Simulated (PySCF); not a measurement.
## C₆ coefficients of unlike pairs at UHF

Calculated with PySCF 2.14 from the dipole response of each species, C₆(A,B) = (3/π) ∫ α_A(iu) α_B(iu) du, in atomic units, from isotropic polarisabilities. For ions this is the dispersion term alone; charge-induced terms of lower order in 1/R come first.

```tsv
species	configuration	basis	relativity	α (bohr³)	C₆ (like pair)
N	[He] 2s2 2p3 (4S)	aug-cc-pwCVTZ (7s6p4d2f)	none	7.128	23.28
C-	[He] 2s2 2p3 (4S)	aug-cc-pVTZ with one added diffuse shell each of s, p, d, f type (6s5p4d3f)	none	49.21	342.5
Li+	1s2 (1S)	aug-cc-pVDZ-DK (4s3p2d)	spin-free X2C	0.05038	0.004528
Al(2+)	[Ne] 3s1 (2S)	aug-cc-pCVQZ-DK (10s9p7d5f3g)	spin-free X2C	15.27	43.38
```

Estimate C₆ for Al(2+) with Li+.

The integral gives 0.2792. The combination rule 2 C_A C_B / (C_A α_B/α_A + C_B α_A/α_B) gives 0.2592 and the geometric mean 0.4432.

No spin-orbit coupling is included.

The other pairs:

```
      pair      C₆
Al(2+), C-   121.3
   Li+, C-  0.7564
     C-, N   79.83
 Al(2+), N   28.89
    Li+, N  0.2753
```
